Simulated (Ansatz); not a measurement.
Species: GeN$_{2}$H$_{4}$, charge 0, singlet. GeN2H4 (SMILES [NH2][Ge][NH2]).
B3LYP-D3(BJ)/def2-TZVP minimum from Ansatz (a program for electronic structure):
```
Ge
N 1 1.8411
H 2 1.0072 1 121.07
H 2 1.0094 3 112.25 1 180.00
N 1 1.8411 2 97.08 3 180.00
H 5 1.0072 1 121.07 2 -180.00
H 5 1.0094 6 112.25 1 -180.00
```
Charge 0, spin multiplicity 1.

Quantity: atomisation energy (electronic, to ground-state atoms), in kcal/mol. Open shells are spin-unrestricted; no spin-orbit coupling. Correlated methods leave the cores frozen (noble-gas shells, and filled d and f shells in the p block). No relativity. CBS(X,Y): correlation extrapolated as X^-3, Hartree-Fock from the larger set. A bracket is a step between two methods taken in the basis named. Double hybrids freeze cores in their MP2 part. Where a partner has so few electrons that a lower coupled-cluster level is exact, that level stands in.

CCSD(T)/CBS(cc-pVTZ,cc-pVQZ) + [CCSDT(Q) - CCSD(T)]/cc-pVDZ (Ansatz) gives 543.5 kcal/mol.

What does PBE/def2-TZVPD (Ansatz) give here, and how do the other levels compare?

PBE gives 556.1 kcal/mol, 12.6 kcal/mol above it. Differences of the others: r2SCAN/def2-TZVPD (Ansatz) -4.7; B2PLYP/def2-TZVPD (Ansatz) -5.7; CCSD(T)/CBS(cc-pVTZ,cc-pVQZ) (Ansatz) -1.0 kcal/mol.
